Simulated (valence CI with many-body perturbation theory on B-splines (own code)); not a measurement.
## Yb XLVII: one-electron terms

Computed by valence CI with perturbative core correlation (CI+MBPT): six valence electrons over a frozen Dirac-Fock core [Ar], a basis of 7 s, 7 p, 8 d, 6 f, 4 g, 1 h functions for each j, with the one-electron correlation potential Σ1, the two-electron term Σ2, the three-electron term Σ3, Breit, model QED; selected CI, second order for the rest, scaled by the run's own slope (own B-spline code, finite nucleus).

The last digits are not significant, and no measured levels were compared; by estimate large intervals hold to a few tenths of a per cent, small ones and those within an open d or f shell to about a per cent. Core correlation moves these levels by up to 13000 cm⁻¹, and in measured spectra 5 to 20 % of such shifts remained as error; rates that hang on mixing are uncertain with them. Among the levels kept, up to 1000 cm⁻¹ of a level comes from second order outside the variational space, and about a tenth of that is noise between levels of different J, which matters for small intervals. Only levels of the ground parity were solved; by the run's estimate the other parity begins above the list, which can be wrong where configurations are misplaced.

These are the spectroscopic orbitals of the CI (the correlating ones are not listed), shaped by the core and the other valence electrons. h is the expectation value of the core's Dirac-Fock operator, without the valence repulsion; Σ1 is computed up to l = 3 at one energy for each symmetry, that of its lowest orbital but kept below the first core excitation, so for empty shells it is not the orbital's own correlation shift; Breit and QED include the response of the core, and the two lowest orbitals of each symmetry also the frequency dependence of Breit exchange, which makes a step in that column.

```tsv
Orbital	h (hartree)	Σ1 (cm⁻¹)	Breit (cm⁻¹)	QED (cm⁻¹)	⟨r⟩ (bohr)
4s1/2	-101.55	-7710	11488	8778	0.4073
5s1/2	-62.38	-2975	5612	4374	0.6632
6s1/2	-42.198	-1495	3082	2449	0.9852
4p1/2	-98.653	-10283	18185	212	0.4019
5p1/2	-60.94	-3778	9090	116	0.6622
6p1/2	-41.383	-1864	5060	68.1	0.9886
4p3/2	-94.984	-9477	10662	1014	0.4190
5p3/2	-59.156	-3645	5391	522	0.6832
6p3/2	-40.382	-1831	3277	298	1.014
3d3/2	-170	-21295	24884	-1828	0.1812
4d3/2	-91.026	-10315	9086	-508	0.3961
5d3/2	-57.221	-4013	4425	-231	0.6710
3d5/2	-167.76	-19366	13127	-618	0.1849
4d5/2	-90.186	-9844	4840	-95.0	0.4006
5d5/2	-56.803	-3792	2341	-30.5	0.6765
4f5/2	-86.51	-24974	1311	-344	0.3590
5f5/2	-55.105	-10101	588	-165	0.6419
4f7/2	-86.207	-20084	-21.9	-176	0.3610
5f7/2	-54.941	-8089	33.9	-78.7	0.6443
5g7/2	-53.903		103	-44.5	0.5784
5g9/2	-53.828		-33.0	-3.3	0.5796
```

Among the shells of the start configuration 3d6, Σ1 is largest in size for 3d3/2, where it is 0.057 % of h.

Lowest root of each symmetry, sizes in configuration state functions:

```tsv
J	Parity	Roots	Reference	Variational	Second order	Change by selected CI (cm⁻¹)	Change by second order (cm⁻¹)
0	even	5	26	15430	262089	-35372	-11
1	even	4	60	31634	627979	-30152	-54
2	even	8	86	32515	1163946	-31726	-554
3	even	6	88	30608	1198393	-28469	-726
4	even	7	77	32149	1278763	-29850	-908
5	even	2	52	28697	923939	-30244	-594
6	even	2	31	29140	25696	-30059	-225
```
